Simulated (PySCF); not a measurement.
**[Eu(HCN)]3+ relaxed at several levels**

Computed with PySCF 2.14.0, def2-SVP on the ligands, density fitting, scalar-relativistic core potentials, no spin-orbit coupling, vacuum. Each row is relaxed at its own level from the same template. Distances are means of the shortest metal–ligand contacts, charges and spins Mulliken's; removal energies are rigid, with the ligand's formal charge and no counterpoise, so too large; for an anion taken off a cation in vacuum most of it is the attraction of opposite charges, and multiply charged cations can part far more cheaply with an electron moved from ligand to metal. lcecp potentials hold a fixed number of 4f electrons in the core, out of states, spins and gaps.

```json
{"level": "PBE0", "basis on the metal": "lcecp-1-SVP with ECP52", "point group": "C∞v", "M–HCN (Å)": "2.249", "charge on M (e)": "2.51", "removal of one HCN (eV)": "5.59", "strongest infrared band, degenerate modes summed (cm⁻¹)": "2144", "unstable modes (below −25 cm⁻¹)": "0"}
```

Question: What does the calculation give for PBE, lcecp-1-SVP with ECP52?

Answer: point group: C∞v, M–HCN (Å): 2.254, charge on M (e): 2.45, removal of one HCN (eV): 5.74, strongest infrared band, degenerate modes summed (cm⁻¹): 2050, unstable modes (below −25 cm⁻¹): 0.
```xyz
4

Eu    0.0000    0.0000   -0.2771
N     0.0000    0.0000    1.9769
C     0.0000    0.0000    3.1565
H     0.0000    0.0000    4.2812
```

One start shape was tried for each, so a minimum needn't be the lowest isomer.
